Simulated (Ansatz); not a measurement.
Geometry optimisation, Ansatz 0.2.0, RHF/STO-3G.

The input (input.yaml):

```yaml
crystal:
  periodic: [false, false, false]
  atoms:
    - { symbol: O, position_ang: [1.65855, 0.63228, 2.1094] }
    - { symbol: B, position_ang: [0.86258, 0.69354, 1.22326] }
    - { symbol: C, position_ang: [-0.16479, 0.72592, 0.07367] }
    - { symbol: Al, position_ang: [-0.40933, -1.04058, -0.83556] }
    - { symbol: H, position_ang: [0.15695, 1.47795, -0.66129] }
    - { symbol: H, position_ang: [-1.12797, 1.07166, 0.4765] }
    - { symbol: H, position_ang: [-0.17575, -2.38394, -0.10271] }
    - { symbol: H, position_ang: [-0.90222, -1.1548, -2.29863] }
basis:
  gaussian: { orbitals: STO-3G }
hamiltonian:
  xc: hf
relax:
  f_tol: 0.015
  max_steps: 40
```

Launched with:

```bash
$ ansatz run input.yaml --threads 1 --pin off --max-ram 2048MiB --backend cpu --events-out ev --progress --plain --runs-dir out
```

Task: Where does it end, and by what steps?

Result: It converged. The force dipped under the threshold on the way, but the program's further checks kept it going. Limits of this set-up: minimal basis. After 23 steps the energy has fallen by 0.302 eV; H8 moved furthest, 1.08 Å.

```csv
step,energy less start (eV),largest force component (eV/Å),accepted
0,0.0000,1.635,yes
1,-0.2532,0.485,yes
2,-0.2768,0.116,yes
3,-0.2778,0.021,yes
4,-0.2801,0.030,yes
5,-0.2788,0.426,no
6,-0.2819,0.096,yes
7,-0.2846,0.187,yes
8,-0.2855,0.215,yes
9,-0.2917,0.023,yes
10,-0.2948,0.255,yes
11,-0.2967,0.121,yes
12,-0.2991,0.012,yes
13,-0.2969,0.334,no
14,-0.2995,0.139,yes
15,-0.2987,0.168,no
16,-0.3012,0.006,yes
17,-0.3016,0.053,yes
18,-0.3017,0.063,yes
19,-0.3020,0.064,yes
20,-0.3022,0.042,yes
21,-0.3023,0.017,yes
22,-0.3021,0.037,no
23,-0.3023,0.003,yes
```

```xyz
8
Properties=species:S:1:pos:R:3
O 1.972 0.759 1.649
B 0.984 0.723 1.006
C -0.286 0.628 0.156
Al -0.413 -1.023 -0.796
H -0.294 1.462 -0.536
H -1.141 0.752 0.810
H -1.087 -2.166 -0.155
H 0.164 -1.113 -2.149
```

Time of the run: 27 s on 1 CPU thread of a shared host.
